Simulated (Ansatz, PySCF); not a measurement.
IK, charge -1, doublet, at the geometry of the source list (a state made from the parent by changing its charge; the spin is typed, not shown lowest) (all electrons, no relativity) (in this run its highest filled SCF level lies above zero, so its values depend strongly on the basis, on diffuse functions most of all). Base run: PBE/6-311G** (PySCF).

PySCF was given this input:
```python
from pyscf import gto, scf, dft

mol = gto.M(
    atom='''
K    -1.05890000   -0.75220000   -0.90220000
I     1.05890000    0.75220000    0.90220000
''',
    basis='6-311g**',
    charge=-1,
    spin=1,
    verbose=4,
)

mf = dft.UKS(mol)
mf.xc = 'pbe'
mf.kernel()
```

The same geometry, method and basis name were run in Ansatz (a first-principles code) and PySCF, at each program's defaults and at the settings that a row names. The base is PySCF at its defaults. Differences at the defaults can come from grids, fitting, cores and function types together.

```json
[
 {"code and settings": "PySCF, defaults (exact integrals, its default grid, spherical functions)", "ΔE vs base (µEh)": "0.0", "basis functions": "101", "E (Eh)": "-7518.73634", "SCF cycles": "9"},
 {"code and settings": "Ansatz, defaults (factorised integrals, its default grid, spherical functions)", "ΔE vs base (µEh)": "36.0", "basis functions": "101", "E (Eh)": "-7518.73630", "SCF cycles": "-"},
 {"code and settings": "PySCF, fine grid", "ΔE vs base (µEh)": "30.6", "basis functions": "101", "E (Eh)": "-7518.73631", "SCF cycles": "9"},
 {"code and settings": "Ansatz, high accuracy", "ΔE vs base (µEh)": "36.3", "basis functions": "101", "E (Eh)": "-7518.73630", "SCF cycles": "-"}
]
```

Open shells are given as the SCF converged; they aren't shown to be the lowest states, and a large step between rows can be another state.
